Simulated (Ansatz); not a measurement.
AsSbSbSb tetrahedron (Sb₃As) was relaxed with PBE-D4 (def2-SVP) in Ansatz in these states: charge +1 doublet, neutral singlet. The geometries follow in no particular order.

In the def2 sets Sb takes a core potential; there is no spin–orbit coupling.

A:

```xyz
4

As    0.0417    0.4571    1.5360
Sb    1.2738   -1.2181   -0.0867
Sb   -1.6909   -0.4462   -0.2359
Sb    0.3755    1.2072   -1.2134
```

B:

```tsv
atom	x (Å)	y (Å)	z (Å)
As1	-1.512	0.461	0.139
Sb2	0.608	0.625	-1.493
Sb3	0.875	0.643	1.345
Sb4	0.030	-1.728	0.009
```

**Question.** Judge from the bond lengths which geometry belongs to which state (an estimate).

**Answer.** A is the charge +1 doublet (Sb2–Sb3 3.067 Å, As1–Sb4 2.869 Å, As1–Sb3 2.638 Å); B is the neutral singlet (Sb2–Sb3 2.850 Å, As1–Sb4 2.681 Å, As1–Sb3 2.681 Å).
